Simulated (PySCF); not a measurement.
# Interval between two levels of Lu by level of theory

Lu [Xe] 4f14 5d1 6s2 [2D5/2, M_J = 5/2] → Lu [Xe] 4f14 6s2 7s1 [2S1/2, M_J = 1/2], as a difference of total energies. Calculation: PySCF 2.14, in x2c-SVPall-2c with one added diffuse shell each of s, p, d type (8s11p10d2f1g, 114 functions); the two-component X2C-1e Hamiltonian. Correlated levels: [Ar] 3d10 frozen; the 6 highest virtual spinors dropped. "Screened" scales the spin-orbit matrix elements by Boettger's factors to mimic the two-electron term; Breit and QED terms are absent.

| method | interval between two levels (cm⁻¹) |
| --- | --- |
| GHF (screened spin-orbit) | 17729 |
| GMP2 (screened spin-orbit) | 20836 |

Errors of the correlated levels include the incompleteness of this basis and the frozen core.

For comparison: 22132 cm⁻¹ (measured; NIST Handbook of Basic Atomic Spectroscopic Data (Sansonetti and Martin, J. Phys. Chem. Ref. Data 34, 1559 (2005))).
